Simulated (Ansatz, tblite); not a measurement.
Forces on the cluster Si₂Au₂ at its r2SCAN-D4/def2-SVP geometry. Total charge 0; singlet.

In the def2 sets Au takes a core potential; there is no spin–orbit coupling. The xTB rows come from tblite. The restricted singlet is unstable towards broken spin symmetry in Hartree–Fock (as tested in another run); at PBE-D4/def2-TZVP this wasn't settled. Another isomer (singlet) lies 0.49 eV lower at PBE0-D4/def2-TZVP; other spin states weren't run for this one.

GFN1-xTB (tblite), largest force 1.41 eV/Å:

```xyz
4
positions Å, forces eV/Å
Au   -1.329    1.035    0.792   -0.327    0.250    0.227
Au    1.744   -1.646    1.003    0.841   -0.834    0.769
Si    0.393   -0.309   -0.220   -0.180    0.237   -0.577
Si   -0.809    0.920   -1.576   -0.334    0.347   -0.419
```

GFN2-xTB (tblite), largest force 1.96 eV/Å:

```
Au -1.120 0.768 1.410
Au 0.792 -0.796 0.801
Si -0.210 0.440 -1.836
Si 0.538 -0.412 -0.375
```

PBE-D4/def2-TZVP (Ansatz), largest force 0.20 eV/Å:

```
Au 0.048 -0.027 -0.104
Au -0.027 0.028 -0.037
Si 0.077 -0.089 0.157
Si -0.098 0.087 -0.016
```
